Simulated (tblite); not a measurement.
Species: C6H6NS (doublet state).
Structure used (GFN2-xTB), in Å, numbered top down from 1:
```xyz
14
C6H6NS angstrom
N      0.090    2.992    0.561
C     -0.172    1.990    0.078
C     -0.542    0.710   -0.483
C     -1.323   -0.089    0.524
C     -0.752   -1.327    0.684
C      0.359   -1.473   -0.124
C      0.650   -0.214   -0.837
S      2.317    0.442   -0.306
H     -1.145    0.916   -1.379
H     -2.182    0.306    1.031
H     -1.133   -2.091    1.338
H      0.998   -2.333   -0.190
H      0.793   -0.326   -1.913
H      2.040    0.496    0.995
```

Calculated harmonic vibrations of the isolated species, GFN2-xTB (tblite), most abundant isotopes, no scaling. This tight-binding method is rough: wavenumbers can miss measured ones by several per cent, in bad cases by 10 to 20. Modes of hydrogen on sulfur can be 10 to 20 % off. One conformer, not necessarily the lowest. Open shells enter through the occupations alone, without spin polarisation, and single modes of such species can be off by tens of per cent.

Harmonic wavenumbers (cm⁻¹): 46.3, 130.6, 169.0, 226.4, 245.0, 316.5, 419.8, 496.8, 532.7, 619.8, 650.6, 691.1, 719.9, 769.9, 844.8, 877.5, 891.2, 988.3, 1046.3, 1075.5, 1085.0, 1102.6, 1153.4, 1161.4, 1196.0, 1222.8, 1259.8, 1391.3, 1446.8, 2405.5, 2442.0, 2869.9, 2955.6, 3132.1, 3157.9, 3164.2.

A = 2171, B = 1966, C = 1159 MHz; mass 124.022 u (most abundant isotopes); point group C1, symmetry number 1; spin multiplicity 2.

Task: Zero-point energy?

Result: ½Σν̃ = 21452 cm⁻¹ = 256.63 kJ/mol.

Task: Entropy at 200 K, 1 bar (ideal gas, RRHO, classical rotation)?

Result: Translation 160.68, rotation 114.54, vibration 52.72, spin (R ln 2) 5.76: S = 333.7 J/(mol K).

Task: And Cp and H(200 K) − H(0)?

Result: Cp = 96.36 J/(mol K), of which vibrations give 63.11 (their classical limit is 36 R = 299.3); H(200 K) − H(0) = 12.59 kJ/mol without the zero-point energy, 5.94 from vibrations.

Task: Blend soft modes into free rotors: weight 1/[1 + (100 cm⁻¹/ν̃)⁴] for the oscillator and the rest for a rotor with moment μB/(μ + B), μ = h/(8π²ν), B = 10⁻⁴⁴ kg m². What vibrational entropy results?

Result: 49.16 J/(mol K) in place of 52.72, which changes −T·S at 200 K by +0.71 kJ/mol.

Task: How do the functions run with temperature in this model?

Result: 
```json
{"T (K)": "50", "S (J/(mol K))": "242.9", "Cp (J/(mol K))": "45.8", "H − H(0) (kJ/mol)": "1.92", "G − H(0) (kJ/mol)": "-10.22", "ln q(vib)": "0.34"}
{"T (K)": "100", "S (J/(mol K))": "280.0", "Cp (J/(mol K))": "63.0", "H − H(0) (kJ/mol)": "4.65", "G − H(0) (kJ/mol)": "-23.35", "ln q(vib)": "1.06"}
{"T (K)": "298.15", "S (J/(mol K))": "378.8", "Cp (J/(mol K))": "131.9", "H − H(0) (kJ/mol)": "23.79", "G − H(0) (kJ/mol)": "-89.15", "ln q(vib)": "4.57"}
{"T (K)": "373.15", "S (J/(mol K))": "411.2", "Cp (J/(mol K))": "157.0", "H − H(0) (kJ/mol)": "34.64", "G − H(0) (kJ/mol)": "-118.78", "ln q(vib)": "6.00"}
{"T (K)": "500", "S (J/(mol K))": "462.1", "Cp (J/(mol K))": "191.4", "H − H(0) (kJ/mol)": "56.85", "G − H(0) (kJ/mol)": "-174.22", "ln q(vib)": "8.45"}
{"T (K)": "750", "S (J/(mol K))": "548.9", "Cp (J/(mol K))": "235.5", "H − H(0) (kJ/mol)": "110.72", "G − H(0) (kJ/mol)": "-300.96", "ln q(vib)": "13.18"}
{"T (K)": "1000", "S (J/(mol K))": "620.6", "Cp (J/(mol K))": "262.6", "H − H(0) (kJ/mol)": "173.22", "G − H(0) (kJ/mol)": "-447.42", "ln q(vib)": "17.58"}
```

q(vib) and H(0) count from the zero-point level.

Hindered rotation and anharmonicity are outside this model. Other conformers, if any are populated, would add a mixing term that is left out. The structure is chiral; the term R ln 2 for an equal mix with its mirror image is left out.
